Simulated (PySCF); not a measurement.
PbCl, SMILES [Cl][Pb] (connectivity only; charge and spin as stated), neutral, multiplicity 2.

Coordinates come from a B3LYP-D3(BJ)/def2-TZVP optimisation. The multiplicity is an assumed one; other spin states were not compared. The def2 effective core potentials stand for the cores of Pb; spin–orbit coupling is left out.

Two levels are set side by side: PBE/def2-TZVPD (PySCF) and B3LYP/def2-TZVPD (PySCF). Same geometry, gas phase. Differences are taken from unrounded values.

| quantity | B3LYP |
|---|---|
| α-spin orbital gap (eV) | 1.28 |
| β-spin orbital gap (eV) | 4.98 |
| dipole moment (D) | 3.68 |

Q: What does PBE give, and how far is it from B3LYP? (An estimate is asked for; the answer gives what the named calculation found.)

A: 
| quantity | PBE | PBE minus B3LYP |
|---|---|---|
| α-spin orbital gap (eV) | 0.08 | -1.20 |
| β-spin orbital gap (eV) | 3.59 | -1.39 |
| dipole moment (D) | 3.43 | -0.25 |

Rough cost on one machine, each run with all the roots and properties that it gave: B3LYP against PBE about 2 times.
